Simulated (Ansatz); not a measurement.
Ansatz (an electronic-structure program) input (CAM-B3LYP/def2-TZVPD):

Ansatz 0.2 input:
```yaml
crystal:
  periodic: [false, false, false]
  atoms:
    - {symbol: C, position_ang: [2.19509740, -1.81706541, -0.02970872]}
    - {symbol: O, position_ang: [1.58301825, -0.55218569, -0.13128672]}
    - {symbol: Al, position_ang: [0.00000000, 0.00000000, 0.00000000]}
    - {symbol: O, position_ang: [-0.33848417, 1.63606316, -0.19187974]}
    - {symbol: C, position_ang: [0.44274252, 2.77706234, -0.46148209]}
    - {symbol: O, position_ang: [-1.24453409, -1.08387747, 0.32316646]}
    - {symbol: C, position_ang: [-2.63783991, -0.95999693, 0.49119080]}
    - {symbol: H, position_ang: [1.47273461, -2.61178817, 0.18186247]}
    - {symbol: H, position_ang: [2.93923315, -1.80600689, 0.77180317]}
    - {symbol: H, position_ang: [2.70732416, -2.05775650, -0.96564310]}
    - {symbol: H, position_ang: [0.10198117, 3.24998001, -1.38696153]}
    - {symbol: H, position_ang: [1.50524287, 2.53664144, -0.56846526]}
    - {symbol: H, position_ang: [0.33389015, 3.50172962, 0.35048474]}
    - {symbol: H, position_ang: [-2.92525982, -1.31809832, 1.48388150]}
    - {symbol: H, position_ang: [-2.97797749, 0.07514673, 0.38660279]}
    - {symbol: H, position_ang: [-3.15716881, -1.56984793, -0.25356478]}
basis:
  gaussian:
    orbitals: def2-TZVPD
hamiltonian:
  xc: {name: CAM-B3LYP}
total_charge: 1
magnetization: {spin_polarized: true, initial_magnetization: 1}
```

Output:

```
Functional definition: CAM-B3LYP
integrals: 0.57 GiB planned
1806 factors; their error is unknown
integrals: 0.62 GiB planned
780 factors; integrals over basis functions are off by at most 1.4e-5 eV
0.53 GiB of the device are held for the grids
3.33 GiB of device memory are held for the factors and their scratch space
mean field: 3.33 GiB planned
mean field evaluation 1: about -15970.9742 eV, gradient 7.4e1 eV
mean field evaluation 2: about -15952.7614 eV, gradient 1.0e2 eV
mean field evaluation 4: about -15989.5836 eV, gradient 1.0e1 eV
mean field evaluation 8: about -15989.9677 eV, gradient 3.8e-1 eV
mean field evaluation 16: about -15989.9511 eV, gradient 1.0e-2 eV
mean field evaluation 32: about -15989.4435 eV, gradient 9.7e0 eV
mean field evaluation 64: about -15989.8987 eV, gradient 3.3e0 eV
mean field -15989.95112003 eV, -587.6198652830 hartree, gradient 5.4e-6 eV, S^2 0.761862; 4 other end points of the search recorded, 0 dependent functions left out
reference -15989.95128752 eV, -587.6198714381 hartree; 32, 31 occupied and 323, 324 virtual orbitals, 1806 factors
Total energy: -15989.95128752 eV, -587.6198714381 hartree
```

This state (charge 1, doublet) is run at the relaxed geometry of the species with charge 0 and multiplicity 1.
